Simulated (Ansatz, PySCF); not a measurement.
ZnBr, SMILES [Zn+][Br], charge +1. Atoms are numbered in the order given.

```xyz
2

Zn     0.0000     0.0000    -1.1796
Br     0.0000     0.0000     1.0129
```
Charge +1, spin multiplicity 1.

Coordinates come from a PBE0-D3(BJ)/def2-TZVP optimisation. The multiplicity is an assumed one; other spin states were not compared.

Two levels are set side by side: PBE-D3(BJ)/def2-TZVP (Ansatz, a program for electronic structure) and PBE0-D3(BJ)/def2-TZVP (Ansatz). Each level has its own optimised geometry; the coordinates shown are those of the second. Frequencies come from the Hessian of PySCF at each geometry. Differences are taken from unrounded values.

```
quantity                            PBE0-D3(BJ)  PBE-D3(BJ)  PBE-D3(BJ) minus PBE0-D3(BJ)
----------------------------------  -----------  ----------  ----------------------------
bond Zn1–Br2 (Å)                          2.192       2.208                         0.015
highest harmonic wavenumber (cm⁻¹)          337         321                           -16
mean harmonic wavenumber (cm⁻¹)             337         321                           -16
zero-point energy (kcal/mol)               0.48        0.46                         -0.02
```
